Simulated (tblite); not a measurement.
Species: C5H6ClF (charge +1 and doublet state).
SMILES: `C[C@@H]1[C+](F)[CH][C@H]1Cl`

All values are computed: GFN2-xTB (tblite) harmonic vibrations without scaling, gas phase. This tight-binding method is rough: wavenumbers can miss measured ones by several per cent, in bad cases by 10 to 20. Open shells enter through the occupations alone, without spin polarisation, and single modes of such species can be off by tens of per cent.

Harmonic wavenumbers (cm⁻¹): 86.3, 121.5, 220.2, 227.9, 252.6, 324.2, 438.9, 509.2, 555.2, 750.4, 765.0, 835.7, 871.9, 954.8, 980.1, 1028.6, 1044.5, 1064.3, 1095.1, 1119.8, 1154.8, 1197.9, 1242.7, 1360.7, 1372.3, 1447.6, 1597.8, 2950.7, 2977.4, 2993.0, 3044.8, 3052.6, 3095.4.

A = 3763, B = 1436, C = 1143 MHz; mass 120.014 u (most abundant isotopes); point group C1, symmetry number 1; spin multiplicity 2.

Zero-point energy?

½Σν̃ = 20367 cm⁻¹ = 58.23 kcal/mol.

Give the ideal-gas entropy at 298.15 K and 1 bar in the rigid-rotor, harmonic-oscillator model (classical rotation).

Translation 40.29, rotation 28.34, vibration 17.26, spin (R ln 2) 1.38: S = 87.3 cal/(mol K).

And Cp and H(298.15 K) − H(0)?

Cp = 28.52 cal/(mol K), of which vibrations give 20.58 (their classical limit is 33 R = 65.6); H(298.15 K) − H(0) = 5.30 kcal/mol without the zero-point energy, 2.93 from vibrations.

What must be added to the electronic energy to get the Gibbs energy at 298.15 K and 1 bar?

ZPE + [H(298.15 K) − H(0)] − T·S = 58.23 + 5.30 − 26.02 = 37.51 kcal/mol.

How do the functions run with temperature in this model?

| T (K) | S (cal/(mol K)) | Cp (cal/(mol K)) | H − H(0) (kcal/mol) | G − H(0) (kcal/mol) | ln q(vib) |
| --- | --- | --- | --- | --- | --- |
| 100 | 65.2 | 14.4 | 1.05 | -5.47 | 0.65 |
| 200 | 77.4 | 21.4 | 2.85 | -12.63 | 2.14 |
| 300 | 87.4 | 28.7 | 5.35 | -20.88 | 3.77 |
| 500 | 105.3 | 41.4 | 12.43 | -40.19 | 7.15 |
| 800 | 127.5 | 52.8 | 26.74 | -75.22 | 12.14 |
| 1000 | 139.8 | 57.5 | 37.79 | -101.97 | 15.24 |

q(vib) and H(0) count from the zero-point level.

Hindered rotation and anharmonicity are outside this model. The structure is chiral; the term R ln 2 for an equal mix with its mirror image is left out.
